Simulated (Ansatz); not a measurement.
Molecular dynamics of C$_{2}$H$_{6}$BrGa

The input (input.yaml):

```yaml
crystal:
  periodic: [false, false, false]
  atoms:
    - { symbol: C, position_ang: [0.280164, 1.411277, 0.741507] }
    - { symbol: Ga, position_ang: [-0.749193, -0.2422, 0.038978] }
    - { symbol: C, position_ang: [0.41517, -1.499909, -1.115991] }
    - { symbol: Br, position_ang: [0.89218, -2.058613, 0.798074] }
    - { symbol: H, position_ang: [-0.06199, 2.43377, 0.484788] }
    - { symbol: H, position_ang: [0.484316, 1.296424, 1.836998] }
    - { symbol: H, position_ang: [1.235585, 1.24335, 0.196167] }
    - { symbol: H, position_ang: [-2.091113, -0.792892, 0.298055] }
    - { symbol: H, position_ang: [0.052015, -2.434515, -1.58994] }
    - { symbol: H, position_ang: [1.317031, -1.177521, -1.557809] }
basis:
  gaussian: { orbitals: def2-SVP }
hamiltonian:
  xc: b3lyp
  dispersion: d4
md:
  timestep: 0.5
  n_steps: 100
  ensemble: nvt_langevin
  temperature: 500.0
  initial_velocities: maxwell_boltzmann
  seed: 434611
  friction: 1.0
scf:
  lower_state_search: "off"
```

Launched with:

```bash
$ ansatz run input.yaml --threads 2 --pin off --max-ram 3072MiB --backend cpu --events-out ev --progress --plain --runs-dir out
```

It goes on from the last frame of an earlier run, with new velocities.

Output, in part (step lines, the closing report, with atoms numbered from 0):

```
md step     0: t =     0.00 fs  T =   450.0 K  F+E_penalty+E_count = -124581.39703203 eV  E_kin = 0.581670 eV  (15 SCF iters)
[... lines left out ...]
Total energy: -124581.42743538 eV, -4578.2830139257 hartree
Atom 0 at     0.314160     1.309527     0.644430 Å, force    -1.924866     0.674428     0.770133 eV/Å
Atom 1 at    -0.761421    -0.265818     0.015459 Å, force    -0.450661    -0.489899     0.004066 eV/Å
Atom 2 at     0.365095    -1.581751    -1.091654 Å, force     0.382854     1.546177     0.822175 eV/Å
Atom 3 at     0.893441    -2.099160     0.829026 Å, force     0.321899    -0.749672    -0.087381 eV/Å
Atom 4 at    -0.265206     2.249754     0.348174 Å, force     0.730525    -0.825061     0.583382 eV/Å
Atom 5 at     0.343481     1.204192     1.776060 Å, force    -0.098257     0.359069    -1.038223 eV/Å
Atom 6 at     1.327899     1.399235     0.286206 Å, force     0.616664    -0.178993    -0.415052 eV/Å
Atom 7 at    -2.246696    -0.824962     0.502739 Å, force     0.901014     0.576135    -0.375759 eV/Å
Atom 8 at     0.045179    -2.474810    -1.625890 Å, force     0.101256    -0.174810    -0.059852 eV/Å
Atom 9 at     1.294380    -1.060163    -1.430686 Å, force    -0.580428    -0.737374    -0.203489 eV/Å
Dipole moment:     0.085490     0.114496    -0.260618 e Å
```

The steps, from the saved trajectory:

```
time (fs)  T (K)  potential energy less start (eV)
        0    450                             0.000
      1.5    550                            -0.069
        3    293                            -0.078
      4.5    501                             0.020
        6    474                             0.095
      7.5    553                             0.019
        9    471                             0.078
     10.5    516                             0.216
       12    357                             0.229
     13.5    448                             0.181
       15    376                             0.147
     16.5    607                             0.114
       18    398                             0.146
     19.5    590                             0.186
       21    592                             0.173
     22.5    477                             0.163
       24    623                            -0.009
     25.5    499                            -0.054
       27    592                            -0.065
     28.5    388                             0.004
       30    417                             0.056
     31.5    529                            -0.072
       33    385                            -0.108
     34.5    490                            -0.038
       36    412                             0.067
     37.5    391                             0.029
       39    550                            -0.034
     40.5    553                            -0.013
       42    543                             0.040
     43.5    318                             0.045
       45    505                            -0.039
     46.5    667                            -0.055
       48    508                            -0.047
     49.5    620                            -0.017
```

All steps were run. A run of 0.05 ps of so small a system gives no equilibrium averages. The friction is so strong that the motion is overdamped, so the time scale means little.

The same pairs are bonded in the first frame and the last. Pairs count as bonded within 1.25 times the sum of covalent radii (0.12 Å more for H–H).

Last frame:

```xyz
10
Properties=species:S:1:pos:R:3
C 0.314 1.310 0.644
Ga -0.761 -0.266 0.015
C 0.365 -1.582 -1.092
Br 0.893 -2.099 0.829
H -0.265 2.250 0.348
H 0.344 1.204 1.776
H 1.328 1.399 0.286
H -2.247 -0.825 0.503
H 0.045 -2.475 -1.626
H 1.294 -1.060 -1.431
```

Time of the run: 9.1 min on 2 threads of Arm Neoverse N1, with other jobs on the host, peak memory 0.33 GiB.
